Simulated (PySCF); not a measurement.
CaCl, SMILES [Cl][Ca+], charge +1.

Geometry optimised at PBE-D3(BJ)/def2-TZVPD. The spin state was assumed, not searched.

Two levels are set side by side: TDA-PBE/def2-TZVPD (PySCF) and TDA-LC-ωPBE/def2-TZVPD (PySCF). Vertical, same geometry. The lowest singlet is HOMO→LUMO 100 % with PBE and HOMO→LUMO 81 %, HOMO→LUMO+3 17 % with the other functional; states are paired by order. Differences are taken from unrounded values.

| quantity | TDA-LC-ωPBE |
|---|---|
| lowest singlet excitation (eV) | 5.53 |
| lowest triplet excitation (TDA) (eV) | 5.44 |

Q: What does TDA-PBE give, and how far is it from TDA-LC-ωPBE? (The exact figures need the calculation; the answer reports its results.)

A: 
```tsv
quantity	TDA-PBE	TDA-PBE minus TDA-LC-ωPBE
lowest singlet excitation (eV)	3.88	-1.65
lowest triplet excitation (TDA) (eV)	3.82	-1.62
```

A lower first singlet is the usual sign of a functional without exact exchange. Differences between two approximate levels are no errors against the true value.

Rough cost on one machine, each run with all the roots and properties that it gave: TDA-LC-ωPBE against TDA-PBE about 3 times.
